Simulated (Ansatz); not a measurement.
C$_{2}$H$_{7}$FSSi (`CSC(F)[SiH3]`), relaxed with RKS PBE0-D4/def2-TZVP in Ansatz 0.2.0 from a PBE-D4/def2-SVP geometry. The force threshold is 0.005 eV/Å; the program also tests the step.

Total charge 0; spin multiplicity 1.

Start:

```xyz
12

C    -1.365    1.126    1.523
S    -0.400   -0.375    1.138
C     0.111    0.002   -0.550
F    -0.956   -0.058   -1.463
Si    1.452   -1.259   -1.112
H    -1.818    0.973    2.521
H    -2.172    1.255    0.776
H    -0.719    2.026    1.551
H     0.512    1.042   -0.582
H     2.716   -1.056   -0.326
H     0.922   -2.647   -0.903
H     1.717   -1.028   -2.572
```

| step | energy (eV) | largest force (eV/Å) | largest move (Å) |
| --- | --- | --- | --- |
| 1 | -23608.0230 | 0.641 | 0.000 |
| 2 | -23608.0685 | 0.251 | 0.034 |
| 3 | -23608.0760 | 0.080 | 0.032 |
| 4 | -23608.0773 | 0.029 | 0.023 |
| 5 | -23608.0784 | 0.036 | 0.042 |
| 6 | -23608.0789 | 0.047 | 0.038 |
| 7 | -23608.0791 | 0.040 | 0.018 |
| 8 | -23608.0793 | 0.014 | 0.019 |
| 9 | -23608.0793 | 0.006 | 0.005 |
| 10 | -23608.0793 | 0.004 | 0.005 |

End:

```xyz
12

C    -1.344    1.100    1.513
S    -0.515   -0.425    1.033
C     0.083   -0.001   -0.583
F    -0.936    0.012   -1.541
Si    1.436   -1.244   -1.090
H    -1.767    0.933    2.504
H    -2.151    1.331    0.818
H    -0.638    1.930    1.563
H     0.495    1.014   -0.557
H     2.673   -0.924   -0.336
H     0.985   -2.622   -0.777
H     1.679   -1.103   -2.547
```

Hardware: 4 threads of an Arm Neoverse V1 on a shared host. Wall time 41 s, peak host memory 0.59 GiB.
